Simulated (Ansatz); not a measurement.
C2H9AsSi can be A, `C[SiH2]C[AsH2]`, or B, `CC[AsH][SiH3]`.

Program: Ansatz. Geometries: PBE0-D4/def2-TZVP. ΔE: electronic, gas phase. CCSD(T)/CBS is the MP2 limit (def2-TZVPP, def2-QZVPP) plus CCSD(T) − MP2 in def2-TZVPP, frozen cores. DFT in def2-TZVPP. B3LYP here is the variant with VWN-RPA as its local correlation; programs differ in this. For As outer-core shells are correlated without core-valence functions, which leaves a few kJ/mol of doubt a bond. Scalar relativity is left out up to krypton. One conformer a species, not always the lowest.

A:

Z-matrix (Å, degrees):
```
C
Si 1 1.870
H 1 1.093 2 110.8
H 1 1.093 2 111.2 3 120.1
H 1 1.092 2 110.7 3 -119.8
C 2 1.874 1 111.6 3 -59.6
H 2 1.491 1 109.9 3 179.8
H 2 1.491 1 109.8 3 61.5
As 6 1.979 2 112.6 1 -55.4
H 6 1.094 2 109.4 1 62.9
H 6 1.091 2 109.9 1 -178.7
H 9 1.524 6 96.5 2 -156.0
H 9 1.525 6 95.7 2 -63.3
```

B:

Z-matrix (Å, degrees):
```
C
C 1 1.518
H 1 1.094 2 110.9
H 1 1.093 2 111.3 3 -119.8
H 1 1.093 2 111.5 3 120.1
As 2 1.989 1 111.3 3 -177.2
H 2 1.093 1 110.8 3 -59.7
H 2 1.091 1 111.3 3 59.9
Si 6 2.359 2 96.7 1 -167.0
H 6 1.526 2 95.8 1 -74.3
H 9 1.489 6 112.5 2 44.6
H 9 1.488 6 108.7 2 -75.3
H 9 1.487 6 109.6 2 166.1
```

(1) Which is lower in electronic energy at CCSD(T)/CBS, and by how much? (An estimate is asked.)

(2) Give E(B) − E(A) in kJ/mol with CCSD/def2-TZVPP, PBE0-D4, B3LYP-D4, MP2/def2-TZVPP, B3LYP, B2PLYP, ωB97M-V. (Best estimate.)

Largest T1 diagnostic: 0.011.

## Answers

(1) Computed: A, by 16.2 kJ/mol.

(2) The calculation gave: CCSD/def2-TZVPP 17.3, PBE0-D4 12.9, B3LYP-D4 15.6, MP2/def2-TZVPP 17.7, B3LYP 13.8, B2PLYP 15.8, ωB97M-V 21.3. None reverses the order clearly.
